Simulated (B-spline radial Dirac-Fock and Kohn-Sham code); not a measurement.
Elastic and transport cross sections of promethium for electrons

Calculated with an atomic code on a B-spline grid, using relativistic (Dirac) partial waves in the static field of the Dirac-Fock atom with Furness-McCarthy exchange, without polarisation or absorption potentials. σ_tr1 and σ_tr2 weight the cross section with 1 − P₁ and 1 − P₂ of cos θ; "backward" is the share scattered beyond 90°.

```csv
energy (eV),σ (a₀²),σ_tr1 (a₀²),σ_tr2 (a₀²),σ/σ_tr1,backward (%)
2000,8.77,1.07,1.17,8.18,4.6
2120,8.50,0.997,1.11,8.52,4.4
2280,8.17,0.910,1.04,8.97,4.1
2320,8.09,0.890,1.02,9.09,4.1
3000,7.02,0.638,0.801,11.0,3.2
4000,5.97,0.433,0.598,13.8,2.5
4040,5.93,0.427,0.592,13.9,2.4
5000,5.24,0.318,0.469,16.5,2.0
6350,4.55,0.226,0.357,20.1,1.5
7720,4.05,0.171,0.283,23.7,1.2
7870,4.00,0.166,0.277,24.1,1.2
8740,3.75,0.142,0.243,26.4,1.1
10000,?,?,?,?,?
13700,2.83,0.0727,0.136,39.0,0.62
15200,2.65,0.0621,0.119,42.7,0.55
```

Task: Fill in the row for 10 keV.

Result: σ = 3.45 a₀², σ_tr1 = 0.117 a₀², σ_tr2 = 0.205 a₀², σ/σ_tr1 = 29.6, backward 0.92 %. The ratio σ/σ_tr1 is roughly the number of elastic collisions that randomise the direction.
